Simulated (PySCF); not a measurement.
**Assignment exercise: C11H12O2**

Bonds (- single, = double, # triple, : aromatic): O1=C2, C2-C3, C3-C4, C4-C5, C5-C6, C6:C7, C7:C8, C8:C9, C9:C10, C10-C11, C11-O12, C10:C13, C13-C2, C13:C6. C3 carries H14, H15; C4 carries H16, H17; C5 carries H18, H19; C7 carries H20; C8 carries H21; C9 carries H22; C11 carries H23, H24; O12 carries H25.

Relativity neglected, gas phase, one conformer, rapidly exchanging positions averaged. Geometry from PBE0-D3(BJ)/def2-SVP; B3LYP/pcJ-1 coupling constants (without the spin–dipole term); NMR shieldings at B97-2/pcSseg-1/GIAO; PySCF 2.14.0 with density-fitted response routines.

δ = σ(ref) − σ, references computed at the same level: 13C, 1H vs TMS.

(1) Assign these signals to the numbered atoms. 13C{1H} NMR (computed): δ 201.2, 151.3, 149.0, 136.5, 132.7, 131.7, 129.9, 68.1, 41.6, 33.6, 25.0.

(2) Assign these signals to the numbered atoms. 1H NMR (400 MHz, computed): δ 7.48 (t, J = 8.4 Hz, 1H), 7.34 (dd, J = 8.4, 1.0 Hz, 1H), 7.25 (dq, J = 8.4, 1.0 Hz, 1H), 4.58 (br s, 1H), 4.51 (s, 2H), 2.78 (ddt, J = 9.4, 4.2, 1.1 Hz, 2H), 2.64 (ddd, J = 9.2, 5.6, 1.1 Hz, 2H), 1.81 (tdd, J = 9.3, 5.6, 4.2 Hz, 2H).

Results:

(1) 
```tsv
δ (ppm)	atoms	environment	reason
201.2	C2	ketone carbonyl carbon	low-lying n→π* states of the double bond to the heteroatom give a large paramagnetic term (-264 ppm)
151.3	C10	substituted aromatic carbon	–
149.0	C6	substituted aromatic carbon	–
136.5	C8	aromatic CH	the aromatic region
132.7	C9	aromatic CH	–
131.7	C13	substituted aromatic carbon	–
129.9	C7	aromatic CH	the aromatic region
68.1	C11	sp3 CH2 bonded to O, on an aromatic ring	deshielded by the electronegative neighbour
41.6	C3	sp3 CH2 α to a carbonyl	the adjacent C=O deshields it moderately
33.6	C5	sp3 CH2 on an aromatic ring	aliphatic region, no heteroatom directly attached
25.0	C4	sp3 CH2 in a ring	saturated and bonded to C and H only
```

C9 and C13; C13 and C7 lie closer than the usual error of such a calculation, so a measured spectrum could show them in the other order.

(2) 
| δ (ppm) | atoms | environment | reason |
| --- | --- | --- | --- |
| 7.48 | H21 | hydrogen on an aromatic CH | the ring current deshields protons in the ring plane |
| 7.34 | H22 | hydrogen on an aromatic CH | – |
| 7.25 | H20 | hydrogen on an aromatic CH | – |
| 4.58 | H25 | hydrogen on an alcohol oxygen | exchangeable; this is the value without hydrogen bonding to other molecules |
| 4.51 | H23/H24 | hydrogen on an sp3 CH2 bonded to O, on an aromatic ring | its carbon carries O, which withdraws density |
| 2.78 | H18/H19 | hydrogen on an sp3 CH2 on an aromatic ring | benzylic-type position, deshielded by the ring |
| 2.64 | H14/H15 | hydrogen on an sp3 CH2 α to a carbonyl | α to C=O |
| 1.81 | H16/H17 | hydrogen on an sp3 CH2 in a ring | – |

H22 and H20; H25 and H23/H24 lie closer than the usual error of such a calculation, so a measured spectrum could show them in the other order.

The OH or NH signal is concentration- and solvent-dependent in practice; the value given is the gas-phase one. Multiplet labels drop couplings under 1 Hz and merge nearly equal ones. Unscaled 3J(H,H) at this level run about 10 % above measured values. Shifts are as computed. Against solution values, carbons near 30 ppm lie about +1 ppm off and those near 130 ppm about +2 ppm (rms about the fit 1.9 ppm; single classes can miss by 10 ppm). Of 1328 compounds with measured shifts, 309 miss one by over three times the rms of a fit or turn the order of signals round; such compounds aren't used in these exercises. Signals without a measured value on file couldn't be tested in this way. Couplings to exchangeable protons are dropped.
